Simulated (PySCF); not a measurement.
NbH4: from structure and modes to constants

Method: PySCF, UPBE0, basis Nb def2-TZVP with ECP28, H def2-TZVP (scalar-relativistic core potentials, no spin–orbit coupling, density fitting).

The doublet minimum has D2d symmetry. Masses (u): Nb 92.90638, H 1.00782.

```xyz
5
charge 0 multiplicity 2, angstrom
Nb    0.0000    0.0000    0.0000
H     1.4026    0.0000    1.0606
H    -1.4026    0.0000    1.0606
H     0.0000    1.4027   -1.0606
H     0.0000   -1.4026   -1.0606
```

Harmonic wavenumbers (cm⁻¹): 415.3 (b2, ×1), 519.6 (e, ×2), 612.5 (a1, ×1), 625.2 (b1, ×1), 1808.5 (e, ×2), 1825.5 (b2, ×1), 1868.3 (a1, ×1).

(1) Find the principal moments of inertia and the rotational constants. What kind of rotor is it?

(2) What is the harmonic zero-point energy?

(3) Find the vibrational entropy and heat capacity at 298.15 K.

(4) Give the standard entropy (298.15 K, 1 bar) by its translational, rotational, vibrational and spin parts, and Cp.

Answers

(1) About the centre of mass I = 7.9313, 8.5002, 8.5002 u Å². With B = 16.8576/I this gives 2.125, 1.983, 1.983 cm⁻¹. The molecule is a prolate symmetric top.

(2) Half the sum of all 9 wavenumbers, 10003/2 = 5001 cm⁻¹, which is 59.8 kJ/mol (1 cm⁻¹ = 0.0119627 kJ/mol).

(3) With u = 1.43878 ω/T, each mode gives S = R[u/(eᵘ−1) − ln(1−e⁻ᵘ)] and C = R u² eᵘ/(eᵘ−1)².
| ω (cm⁻¹) | u | S (J/(mol K)) | C (J/(mol K)) |
| --- | --- | --- | --- |
| 415.3 | 2.004 | 3.80 | 6.01 |
| 519.6 (×2) | 2.507 | 2.56 | 5.05 |
| 612.5 | 2.956 | 1.79 | 4.21 |
| 625.2 | 3.017 | 1.71 | 4.10 |
| 1808.5 (×2) | 8.727 | 0.01 | 0.10 |
| 1825.5 | 8.809 | 0.01 | 0.10 |
| 1868.3 | 9.016 | 0.01 | 0.08 |
The sums over all modes are S = 12.5 and C = 24.8 J/(mol K); the softest mode gives 30 % of the entropy (each member, where degenerate).

(4) Sackur–Tetrode with M = 96.94 u gives 165.9; rotation with symmetry number 4 gives 63.4; vibration 12.5; spin R ln 2 = 5.8. The total is 247.5 J/(mol K), and Cp = 4 R + 24.8 = 58.1 J/(mol K).

Other isomers or separated fragments may lie lower. Other spin states or occupations of the open shell can lie lower.
